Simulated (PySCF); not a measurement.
# Indirect couplings

Bonds: Ga1-C4 1.950 Å, C4-N5 1.162 Å. Ga1 carries H2, H3.

Method: PBE/pcJ-1 (pcSseg-1 on Ga)//PBE0-D3(BJ)/def2-SVP, PySCF; isolated molecule, single conformer, non-relativistic. Couplings are averaged over pairs made equivalent by symmetry, fast rotation or ring inversion, so a value needn't be that of the named pair in this geometry, while other rotamers aren't included; one pair stands for each set, and the list holds those of at least 0.8 Hz over up to four bonds.

Isotopes: 13C, 15N, 1H.

```json
{"pair": "C4, N5", "bonds": "1", "J (Hz)": "-4.4"}
{"pair": "H2, H3", "bonds": "2", "J (Hz)": "?"}
{"pair": "H2, C4", "bonds": "2", "J (Hz)": "?"}
```

Q: Estimate the withheld couplings, with signs.

A: 
- 2J(H2,H3) = 50.1 Hz (angle at Ga1 128°)
- 2J(H2,C4) = 24.0 Hz (angle at Ga1 116°)

Relativistic effects of the heavier atoms present are left out.
